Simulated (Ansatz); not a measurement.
Born–Oppenheimer molecular dynamics of BBrF2H2 (6 atoms, charge 0, multiplicity 1). It starts at the highest image of a converged band, a first-order saddle point between two minima.

Method: RKS PBE/def2-SVPD in Ansatz 0.2.0.

```json
{
  "ensemble": "NVE (velocity Verlet)",
  "time step": "0.5 fs",
  "steps asked": "200",
  "starting velocities drawn for": "100 K",
  "seed": "7844"
}
```

First frame:

```xyz
6
Properties=species:S:1:pos:R:3
B 0.012 -0.193 0.114
H 0.006 0.206 1.382
F 1.171 0.123 -0.478
F -1.170 0.055 -0.467
Br 0.079 -2.416 0.682
H 0.037 -0.861 1.426
```

Problem. How far do the bonds stretch over the last three quarters of this one trajectory? (Pairs bonded in most of those frames.)

Solution. 
| bond | mean (Å) | spread (Å) | shortest | longest |
| --- | --- | --- | --- | --- |
| B1–H2 | 1.214 | 0.034 | 1.16 | 1.27 |
| B1–F3 | 1.337 | 0.011 | 1.32 | 1.36 |
| B1–F4 | 1.337 | 0.017 | 1.31 | 1.37 |
| Br5–H6 | 1.454 | 0.018 | 1.42 | 1.49 |

Pairs bonded in part of these frames only: B1–Br5 13 %.

Mean temperature of the second half: 1424 K. The conserved energy stayed within 0.05 meV per atom of its start (net change -0.012 meV per atom), so the integration is sound. The kinetic energy rose, since the run started high on the potential surface and went downhill. It ends in pieces (BF2H + BrH), so much of that is their flight and rotation, not heat. A run of 0.1 ps of so small a system gives no equilibrium averages. The orbitals stay closed-shell, which can raise the energy where a bond breaks towards radicals; this wasn't checked here.

Run time: 2.6 min on 4 threads of AMD EPYC 7B13 (Zen 3), on a shared host, peak memory 0.19 GiB.
